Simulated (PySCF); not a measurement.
C9H8FNS, SMILES Cn1cccc1-c1sccc1F.

The structure is a stationary point at PBE0-D3(BJ)/def2-SVP. This is a generated structure with no PubChem entry under its InChIKey; it may be hypothetical. One conformer was computed; it need not be the lowest.

Method: TDA-PBE/def2-SVP run with PySCF.

Vertical excitations. 

Computed lowest excited states:
| state | energy (eV) | λ (nm) | f | main pairs |
|---|---|---|---|---|
| S1 | 4.00 | 310 | 0.309 | HOMO→LUMO 79 % |
| S2 | 4.46 | 278 | 0.010 | HOMO−1→LUMO 92 % |
| S3 | 4.64 | 267 | 0.035 | HOMO→LUMO+1 62 %, HOMO→LUMO+2 34 % |
| S4 | 5.15 | 241 | 0.195 | HOMO→LUMO+2 34 %, HOMO−2→LUMO 18 %, HOMO→LUMO+1 17 %, HOMO−3→LUMO 14 % |
| S5 | 5.27 | 235 | 0.114 | HOMO−2→LUMO 48 %, HOMO→LUMO+3 14 %, HOMO→LUMO+2 12 % |
| S6 | 5.64 | 220 | 0.005 | HOMO−1→LUMO+1 74 %, HOMO−1→LUMO+2 17 % |
| T1 | 2.83 | 438 | 0 | HOMO→LUMO 98 % |
| T2 | 4.08 | 304 | 0 | HOMO−1→LUMO 82 % |
Triplets are in the Tamm–Dancoff approximation.
